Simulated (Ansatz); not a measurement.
BrGaHS (`[SH][Ga][Br]`) radical at its PBE0-D4/def2-TZVP geometry, where that method's forces vanish. Charge 0, multiplicity 2.

```xyz
4

S    -0.2213   -0.0885    1.6021
Ga   -1.0079    0.5357   -0.3932
Br    0.3243    0.1176   -2.2489
H     0.9050   -0.5648    1.0400
```

Task: What forces (eV/Å) does ωB97M-V/def2-TZVPP give on these atoms in Ansatz? (An estimate is asked.)

Result: Ansatz gave: 
```
S1   0.065 -0.022 -0.075
Ga2  0.029 -0.014 -0.002
Br3 -0.020  0.005  0.044
H4  -0.074  0.032  0.033
```
